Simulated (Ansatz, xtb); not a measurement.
# Isomers of C6H7O2+ in order of energy

3 gas-phase structures of C6H7O2+, from a drawn sample of its isomers (lower ones may exist). Each was relaxed with GFN2-xTB; where two conformers were screened, the lower at r2SCAN-D4/def2-SVP//GFN2-xTB is listed:

A. `Cc1ccc(O)c[o+]1`, a singlet
B. `COc1cc[o+]cc1`, a singlet
C. `COc1cccc[o+]1`, a singlet

Q: Make a reasoned guess at their ranking by r2SCAN-D4/def2-SVP//GFN2-xTB single-point energy.

A: Calculated order at r2SCAN-D4/def2-SVP//GFN2-xTB: A (0.0), C (15.3), B (24.2) kJ/mol.

Energies above the lowest of each column, in kJ/mol; the last columns are at r2SCAN-D4/def2-SVP geometries:

```
structure  GFN2-xTB  HF/STO-3G  r2SCAN-D4/def2-SVP//GFN2-xTB  r2SCAN-D4/def2-SVP  CCSD(T)/def2-SVP + ΔMP2/def2-TZVPP
        A       0.0       40.4                           0.0                 0.0                                 0.0
        C      14.4        0.0                          15.3                15.4                                10.5
        B      17.5       11.8                          24.2                24.5                                17.0
```

CCSD(T)/def2-SVP + ΔMP2/def2-TZVPP puts A lowest; HF/STO-3G picks C. Flexible structures stand in one conformer each, not always the lowest. ΔMP2 is the change of the MP2 energy from the smaller to the larger basis.

Programs: Ansatz 0.2.0, xtb 6.7.1.
